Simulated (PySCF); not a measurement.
**How methods differ on the ionisation energy of Co⁺**

Co⁺ [Ar] 3d8 (3F) → Co²⁺ [Ar] 3d7 (4F), as a difference of total energies. All numbers are calculated (PySCF 2.14, the non-relativistic Hamiltonian (point nucleus), in aug-cc-pVTZ with one added diffuse shell each of s, p, d, f, g type (9s8p6d4f3g, 118 functions)). Correlated levels: valence: [Ar] frozen. The calculations carry no spin-orbit coupling.

Order these methods by the ionisation energy they give, lowest first.
A. BP86
B. SCS-MP2 (valence)
C. PBE
D. LDA

B (17.006 eV), C (18.017 eV), A (18.155 eV), D (18.487 eV).

A first-order spin-orbit estimate (lowest level to lowest level, LS coupling) adds -0.010 eV.

These non-relativistic numbers lack the scalar-relativistic shift.

Errors of the correlated levels include the incompleteness of this basis and the frozen core.

For comparison: 17.084 eV (measured; NIST Atomic Spectra Database, ionization energies).
